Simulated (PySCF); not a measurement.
A species of formula C8H13F has this rotational fingerprint, computed with PBE0/pcSseg-1 in PySCF (dipole) on a GFN2-xTB geometry, gas phase:

| Quantity | Value |
| --- | --- |
| Rotational constants | A = 1808, B = 1245, C = 973.6 MHz |
| Dipole components | \|μa\| = 0.38 D, \|μb\| = 0.88 D, \|μc\| = 1.06 D |
| Inertial defect | -166.36 u·Å² |
| κ | -0.35 |

**Question.** Which candidate fits, each taken in the one conformer that was computed?
A. `F[C@H]1[C@@H]2CCC[C@H]1CC2`
B. `[CH2:1]=[C:2]([CH2:3][CH3:4])[C:5](=[CH2:6])[CH2:7][CH2:8][F:9]` with C1–C2–C3–C4 -114°, C1–C2–C5–C6 -139°, C2–C5–C7–C8 63°, C5–C7–C8–F9 -178°
C. `[CH2:1]=[C:2]=[CH:3][C@@H:4]([CH2:5][F:6])[CH2:7][CH2:8][CH3:9]` with C2–C3–C4–C5 117°, C3–C4–C5–F6 64°, C3–C4–C7–C8 166°, C4–C7–C8–C9 -176°
D. `[CH2:1]=[CH:2][C@@H:3]([CH3:4])[C:5](=[CH2:6])[CH2:7][CH2:8][F:9]` with C1–C2–C3–C4 125°, C2–C3–C5–C6 -111°, C3–C5–C7–C8 84°, C5–C7–C8–F9 -73°
E. `[F:1][C@@H:2]1[CH2:3][CH2:4][CH2:5][C@H:6]1[CH:7]1[CH2:8][CH2:9]1` with C5–C6–C7–C8 -159°, F1–C2–C3–C4 -96°, C2–C3–C4–C5 -39°, C3–C4–C5–C6 40°, C4–C5–C6–C7 -149°
F. `[CH2:1]=[CH:2][C:3](=[CH2:4])[C@H:5]([CH3:6])[CH2:7][CH2:8][F:9]` with C1–C2–C3–C4 -170°, C2–C3–C5–C6 -93°, C3–C5–C7–C8 -61°, C5–C7–C8–F9 -177°

**Answer.** D. It is C=C[C@@H](C)C(=C)CCF, an asymmetric top, point group C1. The candidates at the same level (rigid rotor, commonest isotopes):

```csv
SMILES,A (MHz),B (MHz),C (MHz),μa (D),μb (D),μc (D),Δ (u·Å²),point group,rotor
F[C@@H]1CCC[C@H]1C1CC1,2723,1176,922.9,0.32,1.47,0.98,-67.90,C1,asymmetric top
F[C@H]1[C@@H]2CCC[C@H]1CC2,2429,1602,1509,1.90,0.00,0.05,-188.61,Cs,asymmetric top
C=C(CC)C(=C)CCF,2103,978.7,932.5,1.93,0.18,0.41,-214.77,C1,near-prolate asymmetric top
C=CC(=C)[C@H](C)CCF,2301,895.8,834.6,1.95,0.35,0.16,-178.29,C1,near-prolate asymmetric top
C=C[C@@H](C)C(=C)CCF,1808,1245,973.6,0.38,0.88,1.06,-166.36,C1,asymmetric top
C=C=C[C@@H](CF)CCC,2000,866.3,659.3,0.16,1.03,1.35,-69.47,C1,asymmetric top
```

`F[C@H]1[C@@H]2CCC[C@H]1CC2` has C 55 % too high; `C=CC(=C)[C@H](C)CCF` has B 28 % too low; `C=C=C[C@@H](CF)CCC` has C 32 % too low; `F[C@@H]1CCC[C@H]1C1CC1` has A 51 % too high; `C=C(CC)C(=C)CCF` has B 21 % too low. No structure here is proved a minimum.
